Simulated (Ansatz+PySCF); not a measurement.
A calculation with PySCF 2.14.0.

```python
from pyscf import gto, scf, mp

mol = gto.M(atom="""
Cr 0.000000 0.000000 0.000000
N 0.621500 -1.238000 0.723900
""", basis='cc-pvtz', charge=0, spin=3)
mf = scf.UHF(mol)
mf.kernel()
pt = mp.MP2(mf, frozen=10).run()
print(mf.e_tot, pt.e_corr, pt.e_tot)
```

The script is written out from the run's settings.

Results

```
Converged                       : yes
Reference energy                : -1097.56978 hartree
Correlation energy              : -0.48615 hartree
Total energy                    : -1098.05594 hartree
Spin squared of the determinant : 4.204
```

Messages of the program:
```
WARN: HOMO -0.195422774049448 >= LUMO -0.230180009159708
WARN: HOMO -0.195422774049448 >= LUMO -0.230180009159708
```

The reference isn't the lowest determinant (another lies 3.73 eV lower), but the same method gives a higher total on the lower determinant. Caution: another spin multiplicity may lie lower; the unrestricted determinant is spin contaminated.
